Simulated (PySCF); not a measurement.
# Identify the compound

The spectra below were simulated for a compound C$_{2}$H$_{6}$BN.

1H NMR (300 MHz, computed): δ 3.31 (q, J = 4.8 Hz, 3H), 1.19 (br, 3H).

13C{1H} NMR (computed): δ 157.7, 26.5.

Calculated, not measured (PySCF 2.14.0 with density-fitted response routines): spin–spin couplings from B3LYP/pcJ-1 (spin–dipole term only in couplings to heteroatoms), σ from GIAO-PBE0/pcSseg-1, PBE0-D3(BJ)/def2-SVP geometry. No solvent model, a single conformation, fast rotation and ring inversion assumed for equivalent nuclei, non-relativistic Hamiltonian.

δ = σ(ref) − σ, references computed at the same level: 1H (σref 31.27), 13C (σref 184.41) vs TMS.

Choose the structure that fits.
A. BN1CC1
B. [BH3-][N+]#CC
C. [BH3-]C#[N+]C

Results:

C. 

2 carbon signals for 2 carbons: no two carbons are equivalent. Carbon types of the structure: 1 × C, 1 × CH3, leaving 3 H on heteroatoms. δC 157.7: nitrilium-type carbon. δC 26.5: methyl carbon bonded to N; pulled downfield by the heteroatom. δH 3.31: hydrogen on a methyl carbon bonded to N; its carbon carries N, an electronegative neighbour. δH 1.19: hydrogen on a boron bonded to C.

The others: BN1CC1 would give 1 carbon signal, not 2; [BH3-][N+]#CC has carbons computed at 113.1, 2.2.

Hydrogens on boron are broadened and split by 11B (spin 3/2, 80 %) and 10B (spin 3). A carbon bonded to boron is broadened by the quadrupolar boron nucleus and is often missing from a measured spectrum. Splittings below 1 Hz are ignored in the labels, and close J values are merged. Shifts are as computed. Against solution values, carbons near 30 ppm lie about +2 ppm off and those near 130 ppm about +5 ppm. Of 1211 compounds with measured shifts, 218 miss one by over three times the rms of a fit or turn the order of signals round; such compounds aren't used in these exercises.
